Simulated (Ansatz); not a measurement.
`[AlH2][CH2]CI` and `[AlH2][CH2]C[TeH]` differ in one atom or group.

Ansatz, PBE0-D4/def2-TZVP geometries, multiplicity 1. Each molecule was computed in one conformer, which needn't be the lowest.

Elements past krypton have def2 core potentials.

```tsv
property	`[AlH2][CH2]CI`
size of the dipole moment (B3LYP/def2-TZVPP) / D	2.02
LUMO energy (PBE0/def2-TZVPP) / eV	-1.71
LUMO energy (ωB97M-V/def2-TZVPP) / eV	-0.13
LUMO energy (PBE/def2-TZVPP) / eV	-2.49
HOMO energy (PBE0/def2-TZVPP) / eV	-7.04
HOMO–LUMO gap (B3LYP/def2-TZVPP) / eV	4.87
```

**Question.** Give the same properties after the change, and the shifts. (Best estimate.)

**Answer.** The calculation gave: 
```csv
property,`[AlH2][CH2]C[TeH]`,shift
size of the dipole moment (B3LYP/def2-TZVPP) / D,1.10,-0.92
LUMO energy (PBE0/def2-TZVPP) / eV,-1.58,0.13
LUMO energy (ωB97M-V/def2-TZVPP) / eV,0.00,0.13
LUMO energy (PBE/def2-TZVPP) / eV,-2.36,0.13
HOMO energy (PBE0/def2-TZVPP) / eV,-5.99,1.05
HOMO–LUMO gap (B3LYP/def2-TZVPP) / eV,3.98,-0.89
```

With PBE0 the HOMO rises by 1.05 eV and the LUMO rises by 0.13 eV, so the gap narrows by about 0.92 eV. PBE moves the HOMO by 0.96 eV and ωB97M-V by 1.08 eV. Dipoles are sizes alone; their direction can turn.

B3LYP here is the variant with VWN-RPA as its local correlation; programs differ in this.

Spin–orbit coupling is left out; it splits and shifts lone-pair levels of the heavy atoms by tenths of an eV.
